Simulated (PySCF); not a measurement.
Geometry:
```csv
atom,x (Å),y (Å),z (Å)
Si1,4.363,-0.769,-1.336
C2,2.941,0.172,-0.623
C3,2.002,0.788,-0.169
Si4,0.548,1.714,0.503
C5,-0.968,0.599,0.325
C6,-0.845,-0.776,0.151
C7,-1.962,-1.584,0.040
C8,-3.229,-1.029,0.099
C9,-3.371,0.338,0.271
C10,-2.250,1.139,0.383
H11,5.552,0.087,-1.288
H12,4.032,-1.115,-2.721
H13,4.563,-1.980,-0.535
H14,0.785,2.027,1.920
H15,0.366,2.943,-0.281
H16,0.141,-1.216,0.100
H17,-1.846,-2.650,-0.094
H18,-4.103,-1.659,0.011
H19,-4.358,0.777,0.316
H20,-2.369,2.206,0.516
```

No relativistic terms, no solvent model, rapidly exchanging positions averaged, single conformer. σ from GIAO-PBE0/pcSseg-1; geometry: GFN2-xTB; PySCF.

Referencing at the same level of theory: ¹³C (σref 186.93) and ¹H (σref 31.72) and ²⁹Si (σref 349.16) vs TMS.

| atoms | nucleus | count | Hirshfeld charge | δ (ppm) |
| --- | --- | --- | --- | --- |
| C5 | ¹³C | 1 | -0.09 | 134.6 |
| H16/H20 | ¹H | 2 | 0.04 | 7.99 |
| H17/H19 | ¹H | 2 | 0.05 | ? |
| H14/H15 | ¹H | 2 | -0.07 | ? |
| H18 | ¹H | 1 | 0.05 | 7.70 |
| C8 | ¹³C | 1 | -0.04 | 135.7 |
| C2 | ¹³C | 1 | -0.14 | ? |
| H11/H12/H13 | ¹H | 3 | -0.07 | ? |
| Si4 | ²⁹Si | 1 | 0.36 | -69.0 |
| C6/C10 | ¹³C | 2 | -0.05 | 140.8 |
| Si1 | ²⁹Si | 1 | 0.34 | -99.6 |
| C7/C9 | ¹³C | 2 | -0.05 | 133.3 |
| C3 | ¹³C | 1 | -0.14 | 117.9 |

Question: Complete the table.

Answer: 
- C2: 114.6 ppm, alkyne carbon
- H17/H19: 7.70 ppm, hydrogen on an aromatic CH; ring-current deshielding
- H14/H15: 5.11 ppm, hydrogen on a silicon bonded to 2 C
- H11/H12/H13: 4.33 ppm, hydrogen on a silicon bonded to C

Shifts are as computed. Against solution values, carbons near 30 ppm lie about +3 ppm off and those near 130 ppm about +5 ppm. Of 1309 compounds with measured shifts, 239 miss one by over three times the rms of a fit or turn the order of signals round; such compounds aren't used in these exercises.
